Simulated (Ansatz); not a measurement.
SnO4H4. The state is a singlet with charge 0. Geometry B3LYP-D4/def2-SVP.

Cartesian coordinates in Å:
```
Sn -0.1744 -1.9172 -0.3005
O -1.3177 0.7959 -0.5407
O 1.0799 1.0650 0.6476
O -1.6269 -0.4883 0.0837
O 1.2255 -0.3368 0.9907
H -2.0692 1.3223 -0.2229
H 0.5168 -1.0461 -1.7096
H 0.1867 1.0608 0.2074
H 2.1792 -0.4557 0.8444
```

In the def2 sets Sn takes a core potential; there is no spin–orbit coupling. The structure holds 2 bonds between oxygen atoms, so isomers without such links may lie far lower. Another isomer (singlet) lies 1.87 eV lower at PBE0-D4/def2-TZVP; other spin states weren't run for this one.

**Question.** Estimate the orbital energies around the gap (eV) in Ansatz with PBE-D4/def2-TZVP, r2SCAN-D4/def2-TZVP, r2SCANh-D4/def2-TZVP, PBE0-D4/def2-TZVP, ωB97X-V/def2-TZVP.

**Answer.** 
| orbital | PBE-D4/def2-TZVP | r2SCAN-D4/def2-TZVP | r2SCANh-D4/def2-TZVP | PBE0-D4/def2-TZVP | ωB97X-V/def2-TZVP |
| --- | --- | --- | --- | --- | --- |
| HOMO−5 | -9.30 | -9.74 | -10.41 | -11.11 | -13.70 |
| HOMO−4 | -8.60 | -9.02 | -9.65 | -10.31 | -12.83 |
| HOMO−3 | -6.96 | -7.29 | -7.86 | -8.48 | -10.93 |
| HOMO−2 | -6.35 | -6.79 | -7.51 | -8.27 | -10.88 |
| HOMO−1 | -5.75 | -6.02 | -6.54 | -7.24 | -9.77 |
| HOMO | -5.56 | -5.88 | -6.36 | -6.75 | -8.94 |
| LUMO | -2.62 | -2.42 | -2.13 | -1.82 | 0.11 |
| LUMO+1 | -1.59 | -1.30 | -0.92 | -0.61 | 1.28 |
| LUMO+2 | -1.15 | -0.82 | -0.30 | 0.24 | 2.54 |
| LUMO+3 | -0.42 | 0.09 | 0.53 | 0.80 | 2.88 |
| LUMO+4 | 0.17 | 0.96 | 1.25 | 1.13 | 2.99 |
| LUMO+5 | 0.62 | 1.10 | 1.34 | 1.35 | 3.26 |
